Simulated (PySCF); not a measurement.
Working out the ionisation energy of N⁺

N⁺ [He] 2s2 2p2 (3P) → N²⁺ [He] 2s2 2p1 (2P). Calculation: PySCF 2.14, in cc-pV5Z; no relativity, point nucleus. Frozen: 1s2. Energies in hartree (1 hartree = 27.21139 eV):

```csv
part,N⁺ (lower),N²⁺ (upper)
UHF,-53.893856,-52.820481
MP2 opposite-spin,-0.065873,-0.058543
MP2 same-spin,-0.014306,-0.004173
```

**Question.** What does Hartree-Fock give?

**Answer.** (-52.820481) − (-53.893856) = 1.073375 hartree = 29.208 eV.

**Question.** What do MP2 and SCS-MP2 (6/5 opposite-spin, 1/3 same-spin) give?

**Answer.** The opposite-spin parts differ by 0.199 eV and the same-spin parts by 0.276 eV. MP2: 29.208 + (0.199) + (0.276) = 29.683 eV. SCS-MP2: 29.208 + 1.2 × (0.199) + (0.276)/3 = 29.539 eV.

A first-order spin-orbit estimate adds -0.003 eV to MP2 (valence), giving 29.680 eV against 29.601 eV (semi-empirical (NIST evaluation); NIST Atomic Spectra Database, ionization energies).

What remains against the reference includes basis incompleteness, the frozen core and correlation beyond second order.
